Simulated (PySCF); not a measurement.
# Low-lying terms of Ni¹⁰⁺ (nickel, charge +10)

Ground state [Ar], ¹S. All numbers are calculated (PySCF 2.14, scalar relativity by spin-free X2C-1e, in an uncontracted even-tempered set (21 s from 0.0944 bohr⁻², ratio 2.5; 14 p from 0.122 bohr⁻², ratio 2.5; 7 d from 0.105 bohr⁻², ratio 2.7; 3 f from 8.4 bohr⁻², ratio 2.7)). Vertical excitation energies in eV without spin-orbit coupling; excited terms of each kind are numbered among those the solver found. Frozen: [Ne].

```csv
term,leading excitation,EOM-EE-CCSD
1 3P°,3p → d,59.986
1 3F°,3p → d,62.779
1 1D°,3p → d,66.830
1 3D°,3p → d,67.041
1 1F°,3p → d,67.392
1 1P°,3p → d,85.310
1 3D,3s → d,106.35
1 1D,3s → d,109.49
2 1D,3p → p,173.74
```

The solver can miss terms. The 27 highest virtual orbitals were dropped.
